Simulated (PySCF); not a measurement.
Cost of one run: EPR job, `[SiH2]O[SiH2]C[SiH]1CC1` [radical].

Method: UKS B3LYP, pcH-1 on C H O Si, non-relativistic, mean-field spin-orbit, GIAO (PySCF 2.14.0). Geometry: GFN2-xTB. Work: unrestricted SCF, g, hyperfine, density and orbital grids written, density fitting. The input is one job of a driver script: a line of settings, then coordinates in Å.

Command:
```bash
OMP_NUM_THREADS=1 python probes_run.py task.json out
```

Input:
```
{"job": {"kind": "epr", "basis": "pcH-1"}, "charge": 0, "multiplicity": 2}
Si    -2.159206     1.578776     0.440235
O     -1.841973     0.211607    -0.379378
Si    -1.358556    -1.109094    -1.167870
C      0.147264    -1.874292    -0.295844
Si     1.647272    -0.743431    -0.066641
C      1.766242     0.916731    -0.945732
C      1.458706     1.019620     0.559989
H     -2.973080     1.197177     1.586343
H     -2.760976     2.506217    -0.507398
H     -1.027909    -0.688645    -2.530151
H     -2.502527    -2.025463    -1.139210
H     -0.153704    -2.250016     0.682506
H      0.460861    -2.746717    -0.867866
H      2.897757    -1.431320     0.247539
H      0.968636     1.234589    -1.602425
H      2.719133     1.319685    -1.258593
H      0.472733     1.410539     0.807198
H      2.230567     1.480354     1.160881
```

Hardware: an Arm Neoverse V1 with one thread, shared host with 64 logical CPUs at a one-minute load of 47. PySCF's memory limit was set to 1600 MB.

Question: How large is the basis?

Answer: 315 functions.

Question: Which is nearest to the wall time?
A. 2.0 h
B. 16 min
C. 15 s
D. 2.0 min

Answer: D. The run took 2.0 min. CPU seconds by part: SCF 46, spin–orbit mean field 4.2, g tensor 42, hyperfine 19.

Question: Estimate the peak memory.

Answer: About 1.1 GiB. Peak memory is the resident size of the whole Python process, interpreter and libraries included.

Question: At this speed, how long would 1000 such jobs take on 8 cores, one job a core?

Answer: 1000/8 gives 125 rounds of 2.0 min, about 4.2 h of wall time and 33 core-hours, if the jobs don't slow each other.

The host was shared with other jobs, so the times are rough.

The run converged: ⟨S²⟩ 0.751; g_iso 2.0026.
